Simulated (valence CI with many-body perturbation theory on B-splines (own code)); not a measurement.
Values are calculated unless marked as measured or tabulated.
## Ladder of approximations for Tc³⁷⁺

Method: valence CI with perturbative core correlation (CI+MBPT): four valence electrons over a frozen Dirac-Fock core [He], a basis of 11 s, 11 p, 9 d, 7 f, 5 g, 2 h, 1 i functions for each j, with the one-electron correlation potential Σ1 (screened to all orders), the two-electron term Σ2, the three-electron term Σ3, Breit, model QED; selected single and double excitations, second order for the rest (own B-spline code, finite nucleus).

No measured spectrum was set against this ion. As an estimate, large intervals hold to a few tenths of a per cent, small ones and those within an open d or f shell to about a per cent. Among the levels kept, up to 290 cm⁻¹ of a level comes from second order outside the variational space, and about a tenth of that is noise between levels of different J, which matters for small intervals.

Each rung adds one term. CI alone is the Dirac-Coulomb CI over the frozen core; QED comes last and gives the full result, which names the levels. Energies are above (2s^2 2p1/2^2) J=0 on the same rung, in × 10³ cm⁻¹.

Levels are named by their leading jj configuration (3d3/2^4 stands for four electrons in 3d with j = 3/2), which in mixed levels can hold well under half, so a name can repeat and another be missing. Letters in brackets count levels of one name in rising energy.

```
                     Level  CI alone     Σ1     Σ2     Σ3   Breit     QED    Full
    (2s^2 2p1/2 2p3/2) J=1    951.47  +0.46  -0.40  +0.11  -20.92   +2.25  932.98
    (2s^2 2p1/2 2p3/2) J=2    1065.8  +0.47  -0.23  -0.08  -33.13   +2.30  1035.1
    (2s 2p1/2^2 2p3/2) J=2    2022.0  -1.27  -1.10   0.00   -9.26  -19.05  1991.3
        (2s^2 2p3/2^2) J=2    2083.5  +0.90  -0.22  -0.06  -47.96   +4.15  2040.3
        (2s^2 2p3/2^2) J=0    2312.5  +0.89  +0.60  -0.43  -35.52   +3.83  2281.8
    (2s 2p1/2^2 2p3/2) J=1    2414.8  -1.28  -1.86  -0.57   -3.09  -19.30  2388.7
(2s 2p1/2 2p3/2^2) J=2 [a]    2939.2  -0.88  -1.18  -0.08  -22.30  -17.28  2897.5
    (2s 2p1/2 2p3/2^2) J=3    3163.1  -0.85  -1.24  -0.27  -41.32  -17.20  3102.2
    (2s 2p1/2 2p3/2^2) J=0    3352.7  -0.84  -0.75  -0.44  -15.32  -17.23  3318.1
(2s 2p1/2 2p3/2^2) J=1 [a]    3438.7  -0.84  -2.11  -0.62  -22.60  -17.22  3395.3
(2s 2p1/2 2p3/2^2) J=2 [b]    3528.5  -0.84  -2.33  -0.75  -34.11  -17.27  3473.2
(2s 2p1/2 2p3/2^2) J=1 [b]    3565.4  -0.87  -2.52  -0.88  -20.97  -17.45  3522.7
          (2s 2p3/2^3) J=2    4355.4  -0.42  -1.48  -0.56  -44.40  -15.25  4293.3
          (2s 2p3/2^3) J=1    4696.7  -0.41  -2.71  -1.00  -42.17  -15.35  4635.1
     (2p1/2^2 2p3/2^2) J=2    4727.7  -2.58  -4.18  -1.05   -6.96  -38.54  4674.4
     (2p1/2^2 2p3/2^2) J=0    4979.4  -2.55  -3.84  -1.12   +5.42  -38.35  4938.9
       (2p1/2 2p3/2^3) J=1    5726.6  -2.16  -4.07  -1.02  -20.16  -36.73  5662.5
       (2p1/2 2p3/2^3) J=2    5850.6  -2.15  -3.75  -1.02  -31.42  -36.74  5775.5
             (2p3/2^4) J=0    6986.8  -1.68  -3.52  -1.08  -37.54  -34.47  6908.5
       (2s^2 2p1/2 3s) J=0     24328  +2.68  -0.11  -0.67  -42.12   +7.05   24295
       (2s^2 2p1/2 3s) J=1     24347  +2.69  -0.29  -0.67  -43.76   +7.14   24312
    (2s^2 2p1/2 3p1/2) J=1     24668  +2.33  -0.35  -0.67  -37.46   +0.95   24633
    (2s^2 2p1/2 3p1/2) J=0     24836  +2.32  -0.49  -0.66  -34.51   +0.77   24803
    (2s^2 2p1/2 3p3/2) J=1     25017  +2.32  -0.43  -0.67  -40.35   +0.46   24978
    (2s^2 2p1/2 3p3/2) J=2     25049  +2.43  -0.45  -0.66  -44.82   +1.57   25007
       (2s 2p1/2^2 3s) J=1     25309  +1.05  -0.73  -0.68  -22.33  -13.29   25273
    (2s^2 2p1/2 3d3/2) J=2     25342  +2.74  -0.27  -0.64  -46.08   +1.31   25299
       (2s^2 2p3/2 3s) J=2     25402  +3.08  -0.12  -0.67  -64.07   +8.17   25349
       (2s^2 2p3/2 3s) J=1     25449  +3.11  -0.40  -0.68  -64.71   +8.85   25396
       (2s 2p1/2^2 3s) J=0     25436  +0.95  -0.60  -0.70  -19.08  -14.35   25403
    (2s^2 2p1/2 3d3/2) J=1     25460  +2.65  -0.43  -0.64  -47.14   +0.48   25415
```

The middle columns are the shifts that each term adds.

(1) How does the ionisation energy move along the ladder, and which term matters most?

Results:

(1) CI alone 5376.4, + Σ1 5376.8, + Σ2 5376.7, + Σ3 5376.7, + Breit 5370.5, + QED 5370.7 eV. The largest step is Breit, -6.2 eV. NIST lists 5361 ± 6 eV (semi-empirical).
